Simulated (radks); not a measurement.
Problem. All-electron atom: the erbium ion Er3+ in [Xe] 4f11. All-electron calculation, Dirac Kohn-Sham, AM05, spin-unpolarised, spherical densities, finite nucleus; open shells fill j = l - 1/2 first; Fermi nuclear charge, rms radius 5.2516 fm. Program: a radial shooting solver on a logarithmic mesh with Libxc functionals. Some entries of the table are withheld. Estimate them.

| orbital | occ. | eigenvalue (hartree) | r(max) (bohr) |
|---|---|---|---|
| 1s1/2 | 2 | (1) | 0.01287 |
| 2s1/2 | 2 | -354.4926 | 0.07347 |
| 2p1/2 | 2 | (2) | 0.05514 |
| 2p3/2 | 4 | (3) | 0.06136 |
| 3s1/2 | 2 | -80.36927 | 0.2076 |
| 3p1/2 | 2 | -73.03470 | 0.1951 |
| 3p3/2 | 4 | -65.97029 | 0.2081 |
| 3d3/2 | 4 | -53.38470 | 0.1642 |
| 3d5/2 | 6 | -51.83946 | 0.1678 |
| 4s1/2 | 2 | -16.81665 | 0.4743 |
| 4p1/2 | 2 | -13.88429 | 0.4763 |
| 4p3/2 | 4 | -12.28505 | 0.5042 |
| 4d3/2 | 4 | (4) | 0.5065 |
| 4d5/2 | 6 | (5) | 0.5155 |
| 5s1/2 | 2 | -3.00914 | 1.104 |
| 5p1/2 | 2 | (6) | 1.198 |
| 5p3/2 | 4 | (7) | 1.279 |
| 4f5/2 | 6 | -1.32439 | 0.5027 |
| 4f7/2 | 5 | -1.28182 | 0.5079 |

Solution. 
(1) 1s1/2 eigenvalue (hartree): -2104.939
(2) 2p1/2 eigenvalue (hartree): -337.8179
(3) 2p3/2 eigenvalue (hartree): -304.1714
(4) 4d3/2 eigenvalue (hartree): -7.44841
(5) 4d5/2 eigenvalue (hartree): -7.15694
(6) 5p1/2 eigenvalue (hartree): -2.18971
(7) 5p3/2 eigenvalue (hartree): -1.97189
